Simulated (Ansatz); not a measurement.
Reaction (formal exchange of groups at the Si–C bond): `N[SiH]([SiH3])CCl` + `C=C=C[SeH]` → `N[SiH]([SiH3])[SeH]` + `C=C=CCCl`

Calculated with Ansatz (gas phase, PBE0-D4/def2-TZVP geometries, no zero-point term in ΔE). CCSD(T)/CBS adds triple-zeta CCSD(T) − MP2 to the extrapolated MP2 energy (def2 sets, frozen cores). For Se outer-core shells are correlated without core-valence functions, which leaves a few kJ/mol of doubt a bond. Scalar relativity is left out up to krypton. One conformer a species, not always the lowest.

```
              species  SCS-MP2/def2-QZVPP energy (Eh)
  `N[SiH]([SiH3])CCl`                     -1135.38988
         `C=C=C[SeH]`                     -2516.82111
`N[SiH]([SiH3])[SeH]`                     -3037.44606
           `C=C=CCCl`                      -614.79756
```

Question: Work out ΔE.

Answer: ΔE = (-3037.44606) + (-614.79756) − (-1135.38988) − (-2516.82111) = -0.03263 Eh = -20.5 kcal/mol. CCSD(T)/CBS gives -21.0 kcal/mol.

Largest T1 diagnostic among the species: 0.011.

In def2-TZVPP, CCSD(T) changes the Hartree–Fock value by +3.0 kcal/mol (the triples alone add +0.4 kcal/mol) and MP2 by +2.6 kcal/mol. From PBE to PBE0 (25 % exact exchange), in def2-TZVPP and without D4, ΔE moves by −1.0 kcal/mol.
